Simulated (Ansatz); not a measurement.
Gas-phase electronic energies from Ansatz, PBE0-D4/def2-TZVP geometries. CBS: MP2 limit from def2 TZ/QZ plus the TZ coupled-cluster correction, frozen cores. This one scheme is used for every species. DFT in def2-TZVPP. B3LYP here is the variant with VWN-RPA as its local correlation; programs differ in this. Each species was taken in one conformer, which may not be the lowest.

Reaction (formal exchange of groups at the Al–N bond): `C[SiH2][NH][AlH2]` + `C[SiH2][SiH2]Cl` → `C[SiH2][SiH]([AlH2])Cl` + `C[SiH2]N`

| level | ΔE (kJ/mol) | difference from CCSD(T)/CBS |
| --- | --- | --- |
| PBE-D4 | 87.5 | -18.2 |
| r2SCAN-D4 | 103.1 | -2.6 |
| PBE0-D4 | 90.8 | -14.9 |
| B3LYP-D4 | 105.1 | -0.6 |
| ωB97X-V | 104.2 | -1.5 |
| ωB97M-V | 109.8 | 4.1 |
| B2PLYP | 110.1 | 4.4 |
| PBE | 87.3 | -18.4 |
| r2SCAN | 103.2 | -2.5 |
| PBE0 | 90.9 | -14.8 |
| B3LYP | 104.8 | -0.9 |
| HF/def2-TZVPP | 114.6 | 8.9 |
| MP2/def2-TZVPP | 115.3 | 9.6 |
| SCS-MP2/def2-TZVPP | 116.4 | 10.7 |
| CCSD/def2-TZVPP | 108.6 | 2.9 |
| CCSD(T)/def2-TZVPP | 107.9 | 2.2 |
| HF/def2-QZVPP | 116.0 | 10.3 |
| MP2/def2-QZVPP | 114.6 | 8.9 |
| SCS-MP2/def2-QZVPP | 115.6 | 9.9 |
| HF/CBS(def2) | 116.2 | 10.5 |
| MP2/CBS(def2) | 113.2 | 7.5 |
| CCSD/CBS(def2) | 106.5 | 0.8 |
| CCSD(T)/CBS | 105.7 | 0 |

Largest T1 diagnostic among the species: 0.011.

From PBE to PBE0 (25 % exact exchange), in def2-TZVPP and without D4, ΔE moves by +3.6 kJ/mol.
